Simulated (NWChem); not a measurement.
# C4H3Br; SMILES C#CC(=C)Br

```xyz
8

C      1.1034     2.6419     0.0000
C      0.3212     1.7185     0.0000
C     -0.5768     0.6246     0.0000
C     -1.9115     0.7095     0.0000
Br     0.2722    -1.1184     0.0000
H      1.7852     3.4621     0.0000
H     -2.3873     1.6857     0.0000
H     -2.5440    -0.1702     0.0000
```
Atoms are numbered in this order, from 1.

Geometry: optimised at B3LYP/6-31G* (spherical d).

Symmetry labels are those of Cs in the frame above (b1 and b2, or b-type labels, depend on it).

Task: List the 4 lowest vertical singlet excitations from PBE0/def2-SVPD, TDA (NWChem).

Result: 
```json
[
 {"state": "S1", "energy (eV)": "4.87", "oscillator strength": "0.000", "symmetry": "a\"", "leading excitation (squared amplitude)": "HOMO → LUMO+1 (0.97)"},
 {"state": "S2", "energy (eV)": "5.18", "oscillator strength": "0.000", "symmetry": "a\"", "leading excitation (squared amplitude)": "HOMO−1 → LUMO (0.88)"},
 {"state": "S3", "energy (eV)": "5.55", "oscillator strength": "0.142", "symmetry": "a'", "leading excitation (squared amplitude)": "HOMO → LUMO (0.57)"},
 {"state": "S4", "energy (eV)": "5.72", "oscillator strength": "0.047", "symmetry": "a'", "leading excitation (squared amplitude)": "HOMO−2 → LUMO (0.60)"}
]
```
